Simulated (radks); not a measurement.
Rh I, 45 electrons, occupied as [Kr] 4d8 7d1 (not the ground configuration). All-electron calculation, scalar-relativistic Kohn-Sham, SCAN, spin-polarised, spherical densities, finite nucleus; open shells are filled with parallel spins first (spin-orbit coupling, left out, can overturn this in heavy ions); meta-GGA in the generalised Kohn-Sham scheme; Fermi nuclear charge, rms radius 4.4945 fm. Program: a radial shooting solver on a logarithmic mesh with Libxc functionals. Some entries of the table are withheld. Estimate them.

orbital  occ.  eigenvalue (eV)  <r^2> (bohr^2)
1s up       1        -23091.86        0.001439
1s down     1        -23091.86        0.001439
2s up       1        -3367.785         0.02372
2s down     1        -3367.443         0.02371
2p up       3        -3015.465         0.01870
2p down     3        -3015.194         0.01870
3s up       1        -613.0130          0.1737
3s down     1        -612.8790          0.1738
3p up       3        -496.0910          0.1766
3p down     3        -495.9110          0.1766
3d up       5        -310.1107             (1)
3d down     5        -309.7791             (2)
4s up       1         -92.3019           1.100
4s down     1         -90.5805           1.095
4p up       3         -59.4124           1.350
4p down     3         -57.5887           1.347
4d up       5         -13.2763           2.832
4d down     3         -11.5619           2.985
7d up       1          -0.3779            1225

Answer. 
(1) 3d up <r^2> (bohr^2): 0.1640
(2) 3d down <r^2> (bohr^2): 0.1639
